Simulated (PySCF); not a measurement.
17O chemical shifts

Theory: σ from GIAO-PBE0/pcSseg-1, geometry: GFN2-xTB, in PySCF (a single conformation, one averaged value for each set of equivalent atoms, non-relativistic Hamiltonian, isolated molecule).

Shieldings were converted by a linear fit to measured shifts: 17O: δ = 266.70 − 0.911σ (rms 10.7 ppm, 155 shifts, 12.2 ppm with the 3 outliers that the fit left out vs liquid water, solution or neat liquid). Occasional misses reach two or three times the rms, and more in compound classes unlike the fitted ones.

(1) Give the 17O shifts of `O=COC=O`, `OCc1ccc2c(c1)CC2`.

(2) Order these by 17O shift, lowest first.
A. CC(=O)N[Si@@H]([SiH3])[SiH2][SiH3]
B. O=P1(P)CC1
C. CO/C=P\c1ccccc1C
D. C[SiH2][Si@H]([SiH2]N)[SiH2]C=O

Results:

(1) 
| compound | environment | δ (ppm) |
| --- | --- | --- |
| [O:1]=[CH:2][O:3][CH:4]=[O:5] | O1/5: ester carbonyl oxygen (×2) | 419.5 |
| [O:1]=[CH:2][O:3][CH:4]=[O:5] | O3: ester alkoxy oxygen | 250.0 |
| OCc1ccc2c(c1)CC2 | alcohol oxygen | 26.8 |

(2) B (45.3 ppm, P=O oxygen), C (103.4 ppm, ether oxygen), A (351.9 ppm, amide-type carbonyl oxygen), D (797.6 ppm, carbonyl oxygen).

In solution the two oxygens of a carboxylic acid give one averaged line by proton exchange, and hydrogen bonding shields acid and N–H amide carbonyl oxygens by tens of ppm; neither is in these numbers.
